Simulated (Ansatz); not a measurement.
Two isomers of C2H6AlNO: A = `[CH3][AlH][C](=N)O`, B = `[NH2][Al]1[CH2]C[O]1`.

Computed with Ansatz on PBE0-D4/def2-TZVP structures; ΔE is electronic, products minus reactants. CCSD(T)/CBS adds triple-zeta CCSD(T) − MP2 to the extrapolated MP2 energy (def2 sets, frozen cores). Functionals use def2-TZVPP. B3LYP here is the variant with VWN-RPA as its local correlation; programs differ in this. One conformer a species, not always the lowest.

Which is lower in electronic energy at CCSD(T)/CBS, and by how much? (Estimate.)

The calculation gave: B, by 202.5 kJ/mol.

Give E(B) − E(A) in kJ/mol with B3LYP, B2PLYP, PBE-D4, HF/def2-TZVPP, PBE0-D4, CCSD/def2-TZVPP, CCSD(T)/def2-TZVPP. (Best estimate.)

The calculation gave: B3LYP -186.5, B2PLYP -196.2, PBE-D4 -183.6, HF/def2-TZVPP -185.4, PBE0-D4 -197.8, CCSD/def2-TZVPP -202.3, CCSD(T)/def2-TZVPP -199.0. None reverses the order clearly.

Largest T1 diagnostic: 0.014.

From PBE to PBE0 (25 % exact exchange), in def2-TZVPP and without D4, E(B) − E(A) moves by −14.3 kJ/mol. In def2-TZVPP, CCSD(T) changes the Hartree–Fock value by −13.5 kJ/mol (the triples alone add +3.3 kJ/mol) and MP2 by −28.3 kJ/mol.
